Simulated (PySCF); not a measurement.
**Electric field gradients and quadrupole coupling constants**

Compound: C₅H₆O₃S.
Cartesian coordinates in Å at the GFN2-xTB level; atoms count from 1:
```
atom  x, y, z in Å
C1    -2.4202    0.6882   -0.0571
S2    -1.6209   -0.6120   -1.1120
O3    -2.1328   -1.8900   -0.6282
C4    -0.0031   -0.4391   -0.3330
C5     0.6564   -1.2187    0.5645
C6     1.9356   -0.6333    0.7496
C7     1.9601    0.4569   -0.0673
O8     2.9234    1.3627   -0.2745
O9     0.7970    0.5930   -0.7368
H10   -1.9224    1.6326   -0.2430
H11   -3.4656    0.7492   -0.3416
H12   -2.3336    0.3958    0.9833
H13    0.2671   -2.0974    1.0345
H14    2.7236   -0.9691    1.3882
H15    2.6312    1.9893   -0.9485
```

Field gradients from the PBE0/pcSseg-1 density (PySCF, non-relativistic), principal values in atomic units, ordered |Vxx| ≤ |Vyy| ≤ |Vzz|:

```json
{"atom": "S2", "Vxx": "0.8919", "Vyy": "1.2552", "Vzz": "-2.1471"}
{"atom": "O3", "Vxx": "-0.5514", "Vyy": "-1.1881", "Vzz": "1.7395"}
{"atom": "O8", "Vxx": "-0.0820", "Vyy": "-1.7080", "Vzz": "1.7899"}
{"atom": "O9", "Vxx": "-0.5371", "Vyy": "-0.9924", "Vzz": "1.5295"}
```

Problem. Find the asymmetry η = (Vxx − Vyy)/Vzz and the couplings χ = eQV/h (234.96 MHz × Q in barn × V in au), with Q(33S) = −0.0678 b, Q(17O) = −0.0256 b.

Solution. 
```
atom         environment  nucleus     η  χzz (MHz)  χxx (MHz)  χyy (MHz)
  S2     sulfinyl sulfur      33S  0.17      34.20     -14.21     -20.00
  O3     sulfinyl oxygen      17O  0.37     -10.46       3.32       7.15
  O8  phenol-type oxygen      17O  0.91     -10.77       0.49      10.27
  O9   furan-type oxygen      17O  0.30      -9.20       3.23       5.97
```

At O8 η is above 0.9: Vyy and Vzz are nearly equal in size and opposite in sign, so a small change could swap them and flip the sign of χzz. 

Problem. What is Vzz at O9 in SI units (1 au = 9.71736 × 10²¹ V/m²)?

Solution. 1.5295 au = 14.863 × 10²¹ V/m².

Problem. What couplings would deuterons (Q(2H) = 0.00286 b) have in place of the hydrogens, at this geometry?

Solution. 
```json
{"atom": "H10", "bonded to": "C1", "bond length (Å)": "1.084", "Vzz (au)": "0.3191", "η": "0.04", "χzz (kHz)": "214"}
{"atom": "H11", "bonded to": "C1", "bond length (Å)": "1.085", "Vzz (au)": "0.3166", "η": "0.04", "χzz (kHz)": "213"}
{"atom": "H12", "bonded to": "C1", "bond length (Å)": "1.084", "Vzz (au)": "0.3170", "η": "0.03", "χzz (kHz)": "213"}
{"atom": "H13", "bonded to": "C5", "bond length (Å)": "1.070", "Vzz (au)": "0.3473", "η": "0.04", "χzz (kHz)": "233"}
{"atom": "H14", "bonded to": "C6", "bond length (Å)": "1.068", "Vzz (au)": "0.3552", "η": "0.09", "χzz (kHz)": "239"}
{"atom": "H15", "bonded to": "O8", "bond length (Å)": "0.966", "Vzz (au)": "0.4499", "η": "0.14", "χzz (kHz)": "302"}
```

The structure is a single GFN2-xTB conformer in the gas phase; no vibrational or solvent corrections. GFN2-xTB bond lengths can be off by several hundredths of an ångström, more for odd bonds, and the gradients follow them. With so small a basis the couplings can be 20 % off.

These values come from a run that also computed NMR shieldings. The run took about 80 s of CPU time (one thread, shared machine).
